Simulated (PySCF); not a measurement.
## Correlation energy of S²⁺ (sulfur, charge +2)

[Ne] 3s2 3p2, high-spin 3P determinant. Computed with PySCF 2.14 in Sapporo-DZP-2012 (5s4p2d, 27 functions), with the spin-free X2C one-electron Hamiltonian (Gaussian nucleus). Frozen: [Ne]; 4 electrons correlated.

MP2 pair energies summed by pair of shells (mhartree):

| pair | energy | share (%) |
| --- | --- | --- |
| 3s-3p | -32.56 | 61.5 |
| 3s-3s | -14.55 | 27.5 |
| 3p-3p | -5.79 | 10.9 |

Total MP2 correlation energy: -52.91 mhartree.

Same-spin part -8.64 and opposite-spin part -44.27 mhartree; SCS-MP2 scales them by 1/3 and 6/5 to -56.01 mhartree.

```json
{"level": "CCSD", "correlation energy (mhartree)": "-76.08"}
{"level": "(T)", "correlation energy (mhartree)": "-0.90"}
{"level": "CCSD(T)", "correlation energy (mhartree)": "-76.98"}
```

Diagnostics: T1 = 0.0079, D1 = 0.0221, largest double amplitude 0.107.

Is a single reference adequate?

Mostly. T1 lies below 0.03, but a double amplitude of this size points to a near-degeneracy that CCSD handles and MP2 describes poorly.
